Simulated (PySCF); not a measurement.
C4H10N2, SMILES C/N=C\CCN.

Coordinates come from a B3LYP-D3(BJ)/def2-SVP optimisation. The structure was generated by enumeration; whether it is a known compound was not checked. Other conformers were not sampled.

Two levels are set side by side: TDA-PBE/def2-SVPD (PySCF) and TDA-CAM-B3LYP/def2-SVPD (PySCF). Vertical, same geometry. The lowest singlet is HOMO→LUMO 95 % with PBE and HOMO→LUMO 60 %, HOMO−1→LUMO 18 %, HOMO→LUMO+1 13 % with the other functional; states are paired by order. Differences are taken from unrounded values.

```tsv
quantity	TDA-CAM-B3LYP	TDA-PBE	TDA-PBE minus TDA-CAM-B3LYP
lowest singlet excitation (eV)	4.92	4.38	-0.54
lowest triplet excitation (TDA) (eV)	4.09	3.76	-0.33
```

Functionals without exact exchange tend to place singlet excitations lower, as here. Differences between two approximate levels are no errors against the true value.

Rough cost on one machine, each run with all the roots and properties that it gave: TDA-CAM-B3LYP against TDA-PBE about 4 times.
